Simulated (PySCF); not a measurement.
A GIAO shielding run with PySCF (density fitting, non-relativistic, gas phase) on SMILES C[SiH2]C1=C(Cl)C[SiH2][C@H]1F, C₅H₁₀ClFSi₂:

```
$ OMP_NUM_THREADS=1 python probes_run.py task.json out

{"job": {"kind": "nmr", "xc": "PBE0", "basis": "pcSseg-1"}, "charge": 0, "multiplicity": 1}
C      2.922006     0.558049     0.170647
Si     1.797707    -0.964462     0.090534
C     -0.004227    -0.388376     0.103416
C     -1.033404    -1.194654    -0.135035
Cl    -0.783910    -2.859503    -0.520985
C     -2.452506    -0.721362    -0.104785
Si    -2.299066     1.121509     0.361697
C     -0.374693     1.031976     0.439753
F      0.083047     1.343657     1.721589
H      2.731378     1.142028     1.065633
H      3.965914     0.261546     0.186106
H      2.779771     1.208386    -0.688367
H      2.018816    -1.842678     1.244940
H      2.033848    -1.689639    -1.165131
H     -2.917618    -0.887014    -1.077556
H     -3.023936    -1.313338     0.611508
H     -2.751382     2.017755    -0.703616
H     -2.854156     1.452852     1.669436
H      0.152607     1.732519    -0.216590
```

Hardware: 1 thread of an Arm Neoverse N1, shared host. The job also computes population analyses, field gradients, ring-centre shieldings.

**Question.** How large is the calculation?

**Answer.** 94 electrons, 224 basis functions and 1231 auxiliary functions.

**Question.** How long does it take, and how much memory does it need?

**Answer.** 92 s of wall time, with 13 SCF cycles and 5 response iterations; peak memory 1.1 GiB. Times on a shared host scatter by some tens of per cent.
